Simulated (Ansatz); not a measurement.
Two members of one family (Series AlX3), computed with Ansatz in the gas phase; def2 core potentials for I, no spin–orbit coupling. The two geometries come from different levels. Binding counts from free atoms in the multiplicity of their measured ground term, without zero-point energy. A dash marks a value that wasn't run or was left out as unsound. The structures are stationary points that may keep the symmetry of their start.

First: AlI3 (singlet, charge 0, r2SCAN-D4/def2-SVP geometry).

```xyz
4

Al    0.0004    0.0000    0.0000
I    -0.1826    1.6996    1.7679
I     1.4614   -1.9518    0.3175
I    -1.2792    0.2522   -2.0854
```

```csv
level,HOMO (eV),LUMO (eV),gap (eV),vertical IE (eV),binding per atom (eV)
r2SCAN-D4/def2-TZVP,-6.92,-2.41,4.51,9.19,2.46
PBE0-D4/def2-SVP,-7.72,-1.96,5.76,–,2.42
PBE0-D4/def2-TZVP,-7.74,-1.98,5.76,9.40,2.43
HSE06-D4/def2-TZVP,-7.35,-2.34,5.01,–,2.44
ωB97X-V/def2-TZVP,-9.94,-0.05,9.90,–,2.40
```

Second: AlF3 (singlet, charge 0, PBE-D4/def2-TZVP geometry).

Cartesian coordinates in Å:
```
Al 0.000 0.000 0.000
F -1.413 -0.818 -0.219
F 0.252 1.431 -0.775
F 1.160 -0.614 0.995
```

**Question.** What does the change do? Estimate second minus first.

**Answer.** 
| level | Δ HOMO (eV) | Δ LUMO (eV) | Δ gap (eV) | Δ vertical IE (eV) | Δ binding per atom (eV) |
| --- | --- | --- | --- | --- | --- |
| r2SCAN-D4/def2-TZVP | -3.19 | 0.43 | 3.62 | 4.63 | 2.14 |
| PBE0-D4/def2-SVP | -3.65 | 0.59 | 4.23 | – | 1.99 |
| PBE0-D4/def2-TZVP | -3.97 | 0.37 | 4.34 | 4.94 | 2.03 |
| HSE06-D4/def2-TZVP | -3.94 | 0.36 | 4.30 | – | 2.03 |
| ωB97X-V/def2-TZVP | -4.32 | 0.46 | 4.78 | – | 2.17 |
